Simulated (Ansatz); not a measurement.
Level of theory: frozen-core CCSD(T)/cc-pVTZ // B3LYP-D3(BJ)/def2-TZVP run with Ansatz (a program for electronic structure). The restricted HF reference is unstable towards unrestricted orbitals.

Ansatz 0.2 input:
```yaml
crystal:
  periodic: [false, false, false]
  atoms:
    - { symbol: C, position_ang: [2.389793, -0.624074, 0.284227] }
    - { symbol: C, position_ang: [1.063844, -0.516714, 0.169854] }
    - { symbol: C, position_ang: [0.37484, 0.736047, -0.079327] }
    - { symbol: C, position_ang: [-0.946347, 0.913713, -0.204496] }
    - { symbol: C, position_ang: [-2.016895, -0.126359, -0.118223] }
    - { symbol: H, position_ang: [2.869531, -1.575495, 0.47027] }
    - { symbol: H, position_ang: [3.035373, 0.242215, 0.194298] }
    - { symbol: H, position_ang: [0.460331, -1.412335, 0.267518] }
    - { symbol: H, position_ang: [1.01505, 1.608739, -0.170663] }
    - { symbol: H, position_ang: [-1.297808, 1.924085, -0.390467] }
    - { symbol: H, position_ang: [-2.596829, -0.159161, -1.045462] }
    - { symbol: H, position_ang: [-1.627254, -1.125273, 0.068737] }
    - { symbol: H, position_ang: [-2.723629, 0.11461, 0.681548] }
basis:
  gaussian: { orbitals: cc-pVTZ }
correlation:
  method: ccsd_t
```

Output:

```
Functional definition: HF
1478 factors; integrals over basis functions are off by at most 1.2e-3 eV
mean field evaluation 1: about -5275.8952 eV, gradient 3.5e1 eV
mean field evaluation 2: about -5276.1917 eV, gradient 3.5e1 eV
mean field evaluation 4: about -5279.6947 eV, gradient 3.6e0 eV
mean field evaluation 8: about -5279.7421 eV, gradient 2.3e-1 eV
mean field evaluation 16: about -5275.8933 eV, gradient 3.5e1 eV
mean field -5279.74232867 eV, -194.0269518408 hartree, gradient 1.5e-6 eV, S^2 0.000000; 0 other end points of the search recorded, 0 dependent functions left out; unrestricted orbitals would lower it
5 core orbitals not correlated
reference -5279.74232867 eV, -194.0269518408 hartree; 14, 14 occupied and 243, 243 virtual orbitals, 1478 factors
second order -22.47040349 eV of doubles, -0.00000000 eV of singles
cycle   1  -22.98680866 eV  change   -5.2e-1 eV  update   1.0e-1
cycle   2  -23.57054261 eV  change   -5.8e-1 eV  update   3.2e-2
cycle   3  -23.69334325 eV  change   -1.2e-1 eV  update   1.5e-2
cycle   4  -23.69091121 eV  change    2.4e-3 eV  update   4.5e-3
cycle   5  -23.69121496 eV  change   -3.0e-4 eV  update   1.8e-3
cycle   6  -23.69180884 eV  change   -5.9e-4 eV  update   4.8e-4
cycle   7  -23.69165830 eV  change    1.5e-4 eV  update   2.1e-4
cycle   8  -23.69165865 eV  change   -3.4e-7 eV  update   9.2e-5
cycle   9  -23.69166178 eV  change   -3.1e-6 eV  update   3.6e-5
cycle  10  -23.69164312 eV  change    1.9e-5 eV  update   1.2e-5
perturbative correction -1.08595698 eV, -0.0399081829 hartree
Total energy: -5304.51992877 eV, -194.9375118494 hartree
```

Cost: roughly 3 core-minutes.
